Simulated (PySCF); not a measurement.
# Orbital levels and atomic charges

System: C16H20F4O (liquid-crystal mesogen), SMILES CC[C@H]1CC[C@H](COc2ccc(C(F)(F)F)c(F)c2)CC1.

Cartesian coordinates (Å):
```
  1 C    -5.553    0.194    1.624
  2 C    -4.921    0.609    0.300
  3 C    -3.395    0.466    0.264
  4 C    -2.949   -0.992    0.389
  5 C    -1.431   -1.120    0.304
  6 C    -0.918   -0.545   -1.015
  7 C     0.597   -0.711   -1.149
  8 O     1.240   -0.004   -0.100
  9 C     2.579   -0.019   -0.033
 10 C     3.159    0.696    1.023
 11 C     4.525    0.743    1.179
 12 C     5.363    0.077    0.288
 13 C     6.856    0.111    0.437
 14 F     7.388   -1.112    0.601
 15 F     7.469    0.650   -0.630
 16 F     7.247    0.834    1.498
 17 C     4.780   -0.630   -0.756
 18 F     5.555   -1.282   -1.634
 19 C     3.411   -0.688   -0.930
 20 C    -1.332    0.922   -1.126
 21 C    -2.849    1.050   -1.042
 22 H    -5.444   -0.873    1.796
 23 H    -5.093    0.728    2.453
 24 H    -6.616    0.425    1.617
 25 H    -5.170    1.655    0.105
 26 H    -5.355    0.014   -0.507
 27 H    -2.972    1.032    1.102
 28 H    -3.287   -1.406    1.340
 29 H    -3.406   -1.576   -0.414
 30 H    -0.967   -0.579    1.130
 31 H    -1.145   -2.172    0.385
 32 H    -1.369   -1.103   -1.843
 33 H     0.929   -0.315   -2.118
 34 H     0.859   -1.776   -1.090
 35 H     2.507    1.210    1.710
 36 H     4.957    1.298    1.997
 37 H     3.031   -1.256   -1.762
 38 H    -0.978    1.337   -2.073
 39 H    -0.867    1.484   -0.315
 40 H    -3.301    0.521   -1.885
 41 H    -3.131    2.102   -1.120
```

Method: wB97X-D/6-31G*, gas phase, PySCF, fitting set def2-universal-JFIT up to Ne and JKFIT beyond, grid level 1.

Task: Give the orbital energies near the gap.

Result: 
```json
{"orbital": "HOMO-4", "eV": "-10.92"}
{"orbital": "HOMO-3", "eV": "-10.16"}
{"orbital": "HOMO-2", "eV": "-10.08"}
{"orbital": "HOMO-1", "eV": "-9.33"}
{"orbital": "HOMO", "eV": "-8.50"}
{"orbital": "LUMO", "eV": "1.44"}
{"orbital": "LUMO+1", "eV": "1.60"}
{"orbital": "LUMO+2", "eV": "4.29"}
{"orbital": "LUMO+3", "eV": "4.42"}
```

Task: Give the partial charges of the non-hydrogen atoms.

Result: 
```
atom  Mulliken    IAO  Hirshfeld
  C1     -0.51  -0.41      -0.10
  C2     -0.29  -0.24      -0.05
  C3     -0.11  -0.09      -0.01
  C4     -0.31  -0.25      -0.06
  C5     -0.31  -0.25      -0.06
  C6     -0.15  -0.10      -0.01
  C7     -0.07  -0.05       0.03
  O8     -0.51  -0.33      -0.10
  C9      0.41   0.24       0.09
 C10     -0.23  -0.19      -0.07
 C11     -0.17  -0.12      -0.04
 C12     -0.20  -0.13      -0.06
 C13      0.95   0.82       0.26
 F14     -0.30  -0.28      -0.11
 F15     -0.30  -0.28      -0.11
 F16     -0.31  -0.29      -0.09
 C17      0.43   0.33       0.10
 F18     -0.31  -0.26      -0.07
 C19     -0.35  -0.26      -0.09
 C20     -0.31  -0.25      -0.06
 C21     -0.30  -0.25      -0.06
```
